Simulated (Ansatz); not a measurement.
C2H8OSn (`[CH3][SnH]([CH3])[OH]`) at its PBE0-D4/def2-TZVP geometry, where that method's forces vanish. Total charge 0; spin multiplicity 1. Sn: def2 effective core potential.

```xyz
12

C    -0.9792   -1.1625   -1.1747
Sn    0.0290    0.5019   -0.3147
C     1.4130   -0.0437    1.2196
O    -1.4453    1.5050    0.5436
H    -1.6942   -0.8131   -1.9193
H    -0.2702   -1.8413   -1.6501
H    -1.5163   -1.6991   -0.3921
H     0.7521    1.5407   -1.4784
H     2.2109   -0.6657    0.8111
H     1.8547    0.8496    1.6618
H     0.8889   -0.6014    1.9962
H    -1.2435    2.4297    0.6972
```

What forces (eV/Å) does B3LYP-D4/def2-TZVPP give on these atoms in Ansatz 0.2.0? (Estimate.)

Ansatz gave: 
```
C1  -0.151 -0.224 -0.117
Sn2  0.179  0.036 -0.178
C3   0.185 -0.072  0.213
O4  -0.211  0.134  0.119
H5   0.039 -0.032  0.041
H6  -0.045  0.035  0.026
H7   0.029  0.025 -0.051
H8   0.029  0.041 -0.049
H9  -0.041  0.033  0.029
H10 -0.020 -0.054 -0.018
H11  0.037  0.030 -0.040
H12 -0.030  0.047  0.026
```

B3LYP here is the variant with VWN-RPA as its local correlation; programs differ in this.
